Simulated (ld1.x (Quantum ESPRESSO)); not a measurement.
Varying the ultrasoft potential for manganese (Mn)

Base potential:

Mn (Z = 25), ultrasoft, made with ld1.x (Quantum ESPRESSO) 7.5 (LDA (PZ), fully relativistic). Core [Ar], reference 3d5 4s1.75 4p0.25. Waves: 4s (bound): rcut 1.95, rcutus 2.30 bohr; 4s channel at 0.75 Ry: rcut 1.95, rcutus 2.30 bohr; 4p (bound): rcut 3.10, rcutus 3.35 bohr; 4p channel at 3.85 Ry: rcut 3.10, rcutus 3.35 bohr; 3d (bound): rcut 1.35, rcutus 1.55 bohr; 3d channel at 0.5 Ry: rcut 1.35, rcutus 1.55 bohr. Local part: all-electron potential smoothed inside 1.95 bohr (lloc = -2). Core correction: Bessel-smoothed model core, default radius (core density twice the valence density). Augmentation charge: built from norm-conserving waves at rcut, not smoothed further.

Open shells are filled in proportion to 2j + 1 (rel_dist='average').

All-electron outer shells of the reference configuration (LDA (PZ), scalar-relativistic, ld1.x):

```json
{"shell": "3s", "level (eV)": "-85.83", "outermost node (bohr)": "0.34", "outermost maximum (bohr)": "0.74"}
{"shell": "3p", "level (eV)": "-54.91", "outermost node (bohr)": "0.31", "outermost maximum (bohr)": "0.75"}
{"shell": "3d", "level (eV)": "-7.42", "outermost node (bohr)": "–", "outermost maximum (bohr)": "0.75"}
{"shell": "4s", "level (eV)": "-5.56", "outermost node (bohr)": "1.05", "outermost maximum (bohr)": "2.47"}
{"shell": "4p", "level (eV)": "-1.70", "outermost node (bohr)": "1.16", "outermost maximum (bohr)": "3.34"}
```

Cutoffs, loose and tight: the cutoffs (Ry, on a coarse ladder) from which the occupation-weighted sum of valence levels, in a spherical-Bessel basis at the reference potential, stays within 10 and 1 mRy of its value at 400 Ry. They do not see the model core or the augmentation charge, which bear on the density cutoff. Test errors are all-electron minus pseudo excitation energies from the reference, over the configurations 3d5 4s2 4p0; 3d5 4s1 4p0; 3d5 4s0 4p0; 3d5 4s0 4p2; 3d5 4s1.5 4p0; 3d5.5 4s1.5 4p0; 3d6 4s1 4p0. A dash means not determined; rows that change the core or the reference have their own tests.

Cutoffs are not given where the Bessel-basis levels miss the radial ones by over 6 mRy, ghosts where they miss by over 20 mRy; a channel whose overlap is not positive is not tested.

```tsv
change	outcome	bound ghosts	largest test error (meV)
base	generated	not determined	-104
local potential all-electron potential smoothed inside 1.68 bohr (lloc = -2)	generated	not determined	-103
local potential all-electron potential smoothed inside 1.82 bohr (lloc = -2)	generated	not determined	-104
local potential all-electron potential smoothed inside 2.12 bohr (lloc = -2)	generated	not determined	-105
local potential all-electron potential smoothed inside 2.54 bohr (lloc = -2)	generated	not determined	-107
local potential all-electron potential smoothed inside 2.72 bohr (lloc = -2)	generated	not determined	-109
local potential all-electron potential smoothed inside 3.02 bohr (lloc = -2)	generated	not determined	-110
local potential all-electron potential smoothed inside 3.28 bohr (lloc = -2)	generated	not determined	-114
local potential all-electron potential smoothed inside 3.64 bohr (lloc = -2)	generated	not determined	-119
local potential all-electron potential smoothed inside 3.96 bohr (lloc = -2)	generated	not determined	-125
```

(1) What comes out with this change to the base: local potential all-electron potential smoothed inside 1.32 bohr (lloc = -2)?

Answers

(1) outcome: generated, overlap not positive; bound ghosts: not determined (overlap not positive); largest test error (meV): -103. A file whose overlap is not positive is unfit for use, and its test errors describe a broken file.
